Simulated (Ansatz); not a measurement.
`[CH3][Ge]([CH3])([F])[F]` + H–F → `[CH3][Ge]([F])([F])[F]` + CH₄ at 400 K and 1 bar (ligand exchange at a Ge–C bond).

Computed with Ansatz on PBE0-D4/def2-TZVP structures; ΔE is electronic, products minus reactants. CBS: MP2 limit from def2 TZ/QZ plus the TZ coupled-cluster correction, frozen cores. This one scheme is used for every species. For Ge outer-core shells are correlated without core-valence functions, which leaves a few kJ/mol of doubt a bond. Scalar relativity is left out up to krypton.

```
                   species  CCSD(T)/CBS energy (Eh)  H − E (kJ/mol)  S (J/(mol·K))
`[CH3][Ge]([CH3])([F])[F]`              -2355.52488           241.1          398.0
                       H–F               -100.39570            36.5          182.2
  `[CH3][Ge]([F])([F])[F]`              -2415.48494           146.9          368.7
                       CH₄                -40.46206           131.3          197.2
```

H − E and S are ideal-gas, rigid-rotor, harmonic terms from PBE0-D4/def2-TZVP. 1 Eh = 2625.50 kJ/mol, R = 8.31446 J/(mol·K).

Task: By hand: ΔE, ΔH, ΔS and ΔG.

Result: ΔE = (-2415.48494) + (-40.46206) − (-2355.52488) − (-100.39570) = -0.02642 Eh = -69.4 kJ/mol. Δ(H − E) = 146.9 + 131.3 − 241.1 − 36.5 = 0.6, so ΔH = -68.8 kJ/mol. ΔS = 368.7 + 197.2 − 398.0 − 182.2 = -14.3 J/(mol·K). ΔG = -68.8 − 400 × (-14.3)/1000 = -63.1 kJ/mol.

Task: By hand: the equilibrium constant, and the temperature at which ΔG would vanish if ΔH and ΔS stayed fixed.

Result: log₁₀ K = −ΔG/(RT ln 10) = 8.2. ΔG = 0 at ΔH/ΔS = 4811 K, far beyond where these terms or the molecules hold.

The number of gas molecules stays the same, so ΔS is small and ΔH decides. A doubt of 5 kJ/mol in ΔE shifts log₁₀ K by 0.7 here. These are equilibria of isolated gas molecules and say nothing of rates. Largest T1 diagnostic: 0.012 (customary marks: 0.02 for closed shells, 0.045 for open ones).
